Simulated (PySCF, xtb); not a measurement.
C2H4ClFOSi, SMILES Cl[Si@H](F)CC=O. Other conformers were not sampled.

Harmonic wavenumbers (cm⁻¹) from xtb with GFN2-xTB at its own minimum, in rising order: 39, 66, 123, 178, 223, 257, 491, 521, 616, 650, 701, 813, 832, 920, 1016, 1124, 1166, 1385, 1430, 1775, 2399, 2763, 2988, 3001.

Q: What does PBE0-D3(BJ)/def2-SVP run with PySCF 2.14.0 give at its own minimum? (The exact figures need the calculation; the answer reports its results.)

A: 43, 61, 137, 224, 276, 296, 493, 555, 694, 729, 822, 867, 913, 959, 1031, 1150, 1176, 1396, 1422, 1876, 2316, 2934, 3072, 3155. Paired by order, the mean absolute difference is 55 cm⁻¹ and the zero-point energies are 36.4 and 38.0 kcal/mol.
